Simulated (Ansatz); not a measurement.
Start from `BN(C)[SiH2]S` and change one atom or group to get `BN(B)C`.

Ansatz, PBE0-D4/def2-TZVP geometries, multiplicity 1. Each molecule was computed in one conformer, which needn't be the lowest.

```tsv
property	`BN(C)[SiH2]S`
LUMO energy (B3LYP/def2-TZVPP) / eV	-0.46
size of the dipole moment (B3LYP/def2-TZVPP) / D	1.71
HOMO–LUMO gap (PBE0/def2-TZVPP) / eV	7.44
HOMO–LUMO gap (B3LYP/def2-TZVPP) / eV	6.94
HOMO energy (ωB97M-V/def2-TZVPP) / eV	-9.87
HOMO energy (PBE0/def2-TZVPP) / eV	-7.66
```

**Question.** What does the change do to each property? (Best estimate.)

**Answer.** Ansatz gave: 
```csv
property,`BN(B)C`,shift
LUMO energy (B3LYP/def2-TZVPP) / eV,-1.50,-1.04
size of the dipole moment (B3LYP/def2-TZVPP) / D,1.49,-0.22
HOMO–LUMO gap (PBE0/def2-TZVPP) / eV,7.45,0.01
HOMO–LUMO gap (B3LYP/def2-TZVPP) / eV,7.00,0.06
HOMO energy (ωB97M-V/def2-TZVPP) / eV,-11.05,-1.18
HOMO energy (PBE0/def2-TZVPP) / eV,-8.73,-1.07
```

Dipoles are sizes alone; their direction can turn.

B3LYP here is the variant with VWN-RPA as its local correlation; programs differ in this.
